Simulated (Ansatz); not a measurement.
Saddle point of SiNH5O3, closed shell (SiNH₅O₃ ([NH2][Si]([OH])([OH])[OH]) → SiH₂O₃ ([O][Si]([OH])[OH]) + NH₃ (still joined by a long Si–N bond); bonds formed: N2–H4; bonds broken: O3–H4; bonds weakened to dative contacts: Si1–N2), PBE0-D4/def2-TZVP structure:

Si1  (-0.507, -0.183, -0.012)
N2  (1.308, 0.023, -0.335)
O3  (-0.622, -0.663, -1.504)
H4  (0.723, -0.386, -1.330)
O5  (-1.181, 1.232, 0.462)
O6  (-0.657, -1.210, 1.243)
H7  (1.953, -0.617, 0.111)
H8  (1.708, 0.950, -0.384)
H9  (-1.573, 1.742, -0.249)
H10  (-1.153, -0.888, 1.997)
(Å)

Energies are electronic, without zero-point energy. Barriers and step energies count from the start structure reached by relaxing down the imaginary mode; all methods use the PBE0-D4 structures, on which another method's saddle can fall below an end. Program: Ansatz 0.2.0. Basis: def2-TZVPP, with def2-QZVPP for the basis limit. Cores are frozen in the correlated methods. B3LYP uses VWN-RPA correlation. Extrapolation: Hartree–Fock as exp(−7.88 √X), correlation as X^−2.97.

| method | barrier (kcal/mol) | step energy (kcal/mol) |
| --- | --- | --- |
| SPW92 | 31.18 | 24.73 |
| PBE-D4 | 34.11 | 22.92 |
| BLYP-D4 | 36.87 | 22.65 |
| r2SCAN-D4 | ? | 25.40 |
| B97M-V | 41.45 | 26.04 |
| PBE0-D4 | ? | 26.29 |
| B3LYP-D4 | 40.49 | 25.59 |
| r2SCAN0-D4 | 41.31 | 27.76 |
| BHLYP-D4 | ? | 29.03 |
| CAM-B3LYP-D4 | 41.49 | 27.10 |
| wB97X-V | 41.21 | 26.81 |
| wB97M-V | 40.92 | 26.74 |
| B2PLYP | 40.41 | 25.48 |
| PBE-QIDH | 41.11 | 27.27 |
| RPA on PBE | 40.62 | 25.46 |
| HF | 54.15 | 32.25 |
| MP2 | 39.82 | 25.39 |
| CCSD | 43.94 | 27.59 |
| CCSD(T) | 41.54 | 26.37 |

(1) Fill in the withheld barriers. (To be estimated.)

The T1 diagnostic stays at or below 0.013.

Results:

(1) By the calculation: BHLYP-D4 45.87; PBE0-D4 38.95; r2SCAN-D4 38.04 kcal/mol. Each is the energy of the saddle less that of the start structure, by the same method.

For comparison, the barrier by CCSD(T) at an estimated basis limit (MP2 extrapolated from triple and quadruple zeta, plus CCSD(T) − MP2 in triple zeta) is 41.74 kcal/mol.

Labels in which every atom is bracketed show which atoms are joined, not bond orders.

For scale, one of the runs: CCSD(T)/def2-TZVPP, 236 basis functions, launched by `ansatz run in.yaml --threads 4 --pin off --events-out ev --progress --plain --max-ram 9574MiB`. Time: 2.1 min of wall clock on 4 CPU threads of an Arm Neoverse V2; the host was shared. Peak host memory: 4.5 GiB.
